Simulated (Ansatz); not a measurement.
`C[O][Sn]([OH])([F])[F]` + GeH₄ → `C[O][Sn]([F])([F])[GeH3]` + H₂O at 298.15 K and 1 bar (formal exchange of groups at the Sn–O bond).

Isolated molecules relaxed with PBE0-D4/def2-TZVP in Ansatz; ΔE leaves out vibrations. CCSD(T)/CBS adds triple-zeta CCSD(T) − MP2 to the extrapolated MP2 energy (def2 sets, frozen cores). This one scheme is used for every species. Elements past krypton have def2 core potentials. For Ge, Sn outer-core shells are correlated without core-valence functions, which leaves a few kJ/mol of doubt a bond. Scalar relativity is left out up to krypton. Each species was taken in one conformer, which may not be the lowest.

```json
{"species": "`C[O][Sn]([OH])([F])[F]`", "CCSD(T)/CBS energy (Eh)": "-604.50811", "H − E (kJ/mol)": "181.6", "S (J/(mol·K))": "413.6"}
{"species": "GeH₄", "CCSD(T)/CBS energy (Eh)": "-2078.49493", "H − E (kJ/mol)": "88.5", "S (J/(mol·K))": "217.3"}
{"species": "`C[O][Sn]([F])([F])[GeH3]`", "CCSD(T)/CBS energy (Eh)": "-2606.64402", "H − E (kJ/mol)": "212.4", "S (J/(mol·K))": "461.9"}
{"species": "H₂O", "CCSD(T)/CBS energy (Eh)": "-76.37941", "H − E (kJ/mol)": "66.4", "S (J/(mol·K))": "188.7"}
```

H − E and S are ideal-gas, rigid-rotor, harmonic terms from PBE0-D4/def2-TZVP, for one conformer and one mirror image of each species. 1 Eh = 2625.50 kJ/mol, R = 8.31446 J/(mol·K).

Task: By hand: ΔE, ΔH, ΔS and ΔG.

Result: ΔE = (-2606.64402) + (-76.37941) − (-604.50811) − (-2078.49493) = -0.02039 Eh = -53.5 kJ/mol. Δ(H − E) = 212.4 + 66.4 − 181.6 − 88.5 = 8.7, so ΔH = -44.8 kJ/mol. ΔS = 461.9 + 188.7 − 413.6 − 217.3 = 19.7 J/(mol·K). ΔG = -44.8 − 298.15 × (19.7)/1000 = -50.7 kJ/mol.

Task: By hand: the equilibrium constant, and the temperature at which ΔG would vanish if ΔH and ΔS stayed fixed.

Result: log₁₀ K = −ΔG/(RT ln 10) = 8.9. ΔH and −TΔS have one sign here, so there is no such temperature.

ΔH outweighs TΔS. A doubt of 5 kJ/mol in ΔE shifts log₁₀ K by 0.9 here. Other conformers and mirror images would add mixing entropy, several J/(mol·K) or more a flexible species. Modes under 60 cm⁻¹, often nearly free rotors, make the harmonic entropy too high. These are equilibria of isolated gas molecules and say nothing of rates. Largest T1 diagnostic: 0.015 (customary marks: 0.02 for closed shells, 0.045 for open ones).
